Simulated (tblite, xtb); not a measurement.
CsI, triplet, at the geometry of the source list (GFN-xTB shapes and energies of metal compounds can be far from the true ones) (a higher spin typed on purpose: for a closed-shell molecule this is an excited state). Base run: GFN1-xTB (xtb).

Here is a job for xtb.
```
$ xtb mol.xyz --gfn 1 --uhf 2 --json

# file mol.xyz
2

Cs    -1.12140000    -0.79660000    -0.95550000
I      1.12140000     0.79660000     0.95550000
```

Programs used: tblite, xtb; a row that names a program was run with it.

Each row names what was changed in the base input (with any setting that the change needs).

| change | ΔE vs base (kcal/mol) | dipole (D) | G_solv (kcal/mol) | SCF cycles |
|---|---|---|---|---|
| base | 0.000 | 5.70 | - | 23 |
| acc = 1000 | 0.001 | 5.72 | - | 19 |
| alpb = thf | -10.36 | 5.70 | -10.36 | 12 |
| program = tblite; method = gfn1; option = --grad | 0.000 | - | - | - |
| gbsa = acetonitrile | -12.43 | 5.71 | -12.43 | 10 |

ALPB and GBSA are two models with their own fitted parameters for each solvent, which aren't always the measured dielectric constant.
